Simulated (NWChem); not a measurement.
# Excited singlets of I$_{2}$Pb by symmetry

```xyz
3

Pb     0.0000     0.0000    -1.0068
I     -2.1936     0.0000     0.7788
I      2.1936     0.0000     0.7788
```
Charge 0, spin multiplicity 1.

Program: NWChem. The geometry was optimised at PBE0/def2-SVP with def2 effective core potentials on I, Pb, a minimum by its harmonic frequencies.

Basis set: def2-SVP. Symmetry labels belong to the abelian group C2v used in the runs, with the axes of the coordinates shown. Entries are the lowest vertical excitation energy of each symmetry in eV (for CIS and TDDFT among the lowest few roots); a state of one symmetry need not have the same character in every method. Symmetries that some method's roots don't reach, or where a double excitation leads the EOM-CCSD root, are left out.

Effective core potentials replace the inner electrons of I, Pb; spin-orbit coupling is left out. The correlated methods keep 12 core orbitals frozen. B3LYP has NWChem's definition, with VWN1-RPA local correlation. The structure started from a generated list of species. Coupled-cluster values serve here as a point of comparison, not as the truth.

```
method      b2    a2    b1    a1
--------  ----  ----  ----  ----
CIS       3.44  4.12  4.58  4.90
TD-PBE    2.47  2.30  2.92  3.44
TD-B3LYP  2.64  2.54  3.11  3.60
TD-PBE0    [?]   [?]   [?]   [?]
EOM-CCSD  2.97  3.11  3.51  4.04
```

Q: Fill in the missing entries.

A: 
- TD-PBE0, b2: 2.80
- TD-PBE0, a2: 2.74
- TD-PBE0, b1: 3.29
- TD-PBE0, a1: 3.74
